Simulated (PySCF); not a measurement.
# How the method changes the shape and vibrations of B2ClFH cation

These are calculations, not measurements. They come from PySCF 2.14.0, an open-source quantum chemistry program, on an isolated molecule that a program drew, which may never have been made. The molecule is B2ClFH cation (charge +1, singlet), drawn as the SMILES string `F[B+]BCl`.

The geometry was optimised and harmonic frequencies were computed with HF and MP2, all in the cc-pV(D+d)Z basis, for the commonest isotopes, with a restricted reference for singlets and an unrestricted one otherwise, and a frozen core in MP2. Each result is a local minimum of its method.

Geometry at the HF minimum:
```xyz
5
B2ClFH cation, angstrom
F    -0.5600   -0.2300    2.0289
B    -0.1045   -0.0123    0.9170
B     0.5557    0.3194   -0.6827
Cl    1.0238    1.9294   -0.9452
H     0.6221   -0.5862   -1.4392
```

Lengths of the bonds as drawn, in Å (atoms numbered as above):
| bond | HF | MP2 |
|---|---|---|
| F1-B2 | 1.221 | 1.241 |
| B2-B3 | 1.762 | 1.750 |
| B3-Cl4 | 1.697 | 1.695 |
| B3-H5 | 1.182 | 1.193 |

Rotational constants, in GHz:
| constant | HF | MP2 |
|---|---|---|
| A | 29.45 | 28.74 |
| B | 2.311 | 2.327 |
| C | 2.143 | 2.153 |

Harmonic frequencies in cm^-1, each column in rising order, so a row needn't be the same motion in every method:
| rank | HF | MP2 |
|---|---|---|
| 1 | 126 | 110 |
| 2 | 320 | 302 |
| 3 | 439 | 428 |
| 4 | 642 | 637 |
| 5 | 794 | 759 |
| 6 | 946 | 935 |
| 7 | 1122 | ? |
| 8 | 1754 | 1680 |
| 9 | 2867 | 2782 |

**Estimate the missing MP2 frequency from the HF column.**

A single factor s that minimises the squared misfit of MP2 against s times HF over the other rows is sum(HF x MP2) / sum(HF^2) = 0.9684, with an rms misfit of 13 cm^-1. For rank 7 it gives 0.9684 x 1122 = 1087 cm^-1. The calculation gives 1089 cm^-1, 2 cm^-1 above the estimate. The drawn bonds are on average 0.4 % longer in MP2 than in HF.
